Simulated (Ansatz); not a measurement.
`N[CH2][GaH][SiH3]`, relaxed with RKS PBE0-D4/def2-TZVP in the Gaussian-basis code of Ansatz from a PBE-D4/def2-SVP geometry. The force threshold is 0.005 eV/Å; the program also tests the step.

Total charge 0; spin multiplicity 1.

Start:

```xyz
12

N    -0.467    0.472    1.601
C     0.942    0.336    1.233
Ga    1.099   -0.166   -0.693
Si   -1.028   -0.400   -1.838
H    -0.928   -0.446    1.596
H    -0.568    0.828    2.562
H     1.435    1.336    1.283
H     1.578   -0.328    1.877
H     2.521   -0.327   -1.386
H    -0.945   -1.062   -3.191
H    -1.640    0.965   -2.039
H    -1.998   -1.207   -1.007
```

(1) By how much does the energy fall, and how many steps does the optimiser take? (Estimate.)

(2) Which bonds change most? (Best estimate.)

(3) Give the relaxed structure. (Estimate.)

Results:

(1) Ansatz gave: 0.05 eV, in 19 steps, 1 of them rejected.

(2) Ansatz gave: C2–H7 from 1.116 to 1.097 Å; Si4–H12 from 1.511 to 1.492 Å; Si4–H10 from 1.509 to 1.490 Å; C2–H8 from 1.122 to 1.104 Å.

(3) The calculation gave: 
```xyz
12

N    -0.406    0.520    1.732
C     0.957    0.319    1.259
Ga    1.021   -0.030   -0.691
Si   -1.048   -0.427   -1.879
H    -0.997   -0.270    1.511
H    -0.438    0.644    2.737
H     1.531    1.241    1.414
H     1.526   -0.471    1.779
H     2.415   -0.028   -1.428
H    -0.882   -1.352   -3.035
H    -1.581    0.861   -2.408
H    -2.097   -1.007   -0.991
```
